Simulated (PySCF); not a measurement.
PySCF input for Si(F)(OH)(SeH)2 (FH3OSe2Si), SMILES O[Si](F)([SeH])[SeH], PBE/pcSseg-1. The structure is a stationary point at ωB97X-D3(BJ)/def2-SVP. One conformer was computed; it need not be the lowest.

```python
import numpy as np
from pyscf import gto, scf, dft
from pyscf.prop.nmr import rks as nmr

mol = gto.M(
    atom='''
    O    -0.65541502   -0.74300678    1.91517577
    Si   -0.54471052   -0.29681857    0.33216589
    F    -1.95482897   -0.63708106   -0.39827262
    Se    1.18844397   -1.41255173   -0.53492609
    Se   -0.30871646    1.90693978   -0.04914447
    H    -1.38741607   -0.37023967    2.42100328
    H     0.97799822   -2.55103999    0.36671331
    H     0.96141055    1.94533011    0.68340709
    ''',
    basis='pcSseg-1',
    charge=0,
    spin=0,
    max_memory=1600,
    verbose=3,
)
mf = dft.RKS(mol, xc='pbe')
mf.grids.level = 3
mf.conv_tol = 1e-10
mf.max_cycle = 100
mf.kernel()
n = nmr.NMR(mf)
n.verbose = 2
n.max_cycle_cphf = 60
sigma = n.kernel()
print('atom   isotropic/ppm   span/ppm')
for i, s in enumerate(sigma):
    w = np.linalg.eigvalsh((s + s.T) / 2)
    print(f'{mol.atom_symbol(i):2s}{i + 1:3d} {w.mean():14.3f} {w[2] - w[0]:11.3f}')
```

Output:

```
converged SCF energy = -5268.08735198082
atom   isotropic/ppm   span/ppm
O   1        218.360      83.517
Si  2        313.351      87.340
F   3        254.465     122.780
Se  4       2005.741     750.047
Se  5       1958.890     491.982
H   6         28.604      19.533
H   7         29.516      24.291
H   8         30.246      22.659
```

Self-consistency was reached.

Cost: very roughly 60 core-seconds.
